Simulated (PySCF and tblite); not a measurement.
Values are calculated unless marked as measured or tabulated.
System: CH₈P₂SSi₂, numbered as in [CH3:1][S:2][SiH:3]1[PH:4][SiH2:5][PH:6]1.

For the pyramidal inversion at P6: electronic barrier 16.59 kcal/mol, zero-point change -0.83 kcal/mol, thermal and entropy terms at 400 K a further 0.18 kcal/mol (symmetry numbers apart). The minimum is C1, the saddle C1. The path came from a restrained scan, a climbing-image band and a saddle search at GFN2-xTB; energies are PBE0/pcSseg-1 + D3(BJ)//GFN2-xTB, thermal terms GFN2-xTB. Rate constants are transition-state-theory values, counting equivalent paths, without tunnelling. (PySCF 2.14 with density fitting, tblite 0.8.)

Problem. How many equivalent paths lead out of the minimum?

Solution. 1: the symmetry number of the minimum is 1, that of the saddle displaced along its mode 1.

Problem. Work out the rate at 400 K.

Solution. ΔG‡ = 15.94 kcal/mol; k_B T/h = 8.3×10¹² s⁻¹; exp(−ΔG‡/RT) = 2×10⁻⁹; times 1 gives k = 1.6×10⁴ s⁻¹. Wigner's tunnelling factor for the 510i cm⁻¹ mode would be 1.14.
